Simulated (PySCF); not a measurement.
**Working out the excitation energy of Pb+**

Pb+ [Xe] 4f14 5d10 6s2 6p1 (2P) → Pb+ [Xe] 4f14 5d10 6s2 7s1 (2S). Computed with PySCF 2.14 in aug-cc-pwCVDZ-PP with ECP60MDF (6s5p4d1f, 48 functions), with a scalar-relativistic core potential. Frozen: 5s2 5p6 5d10. Energies in hartree (1 hartree = 27.21139 eV):

```
            part  Pb+ (lower)  Pb+ (upper)
             UHF  -191.591547  -191.374257
CCSD correlation    -0.034435    -0.034702
             (T)    -0.000295    -0.000494
```

Q: What does Hartree-Fock give?

A: (-191.374257) − (-191.591547) = 0.217290 hartree = 5.913 eV.

Q: What do CCSD and CCSD(T) give?

A: The CCSD correlation energies differ by -0.000267 hartree = -0.007 eV and the triples by -0.000199 hartree = -0.005 eV, so CCSD gives 5.906 eV and CCSD(T) 5.901 eV.

Measured between the centres of the two terms (NIST): 6.207 eV, so CCSD(T) (valence) is off by -0.306 eV.

A double-zeta basis recovers only part of the correlation energy.

What remains against the reference includes basis incompleteness, the frozen core and higher excitations.
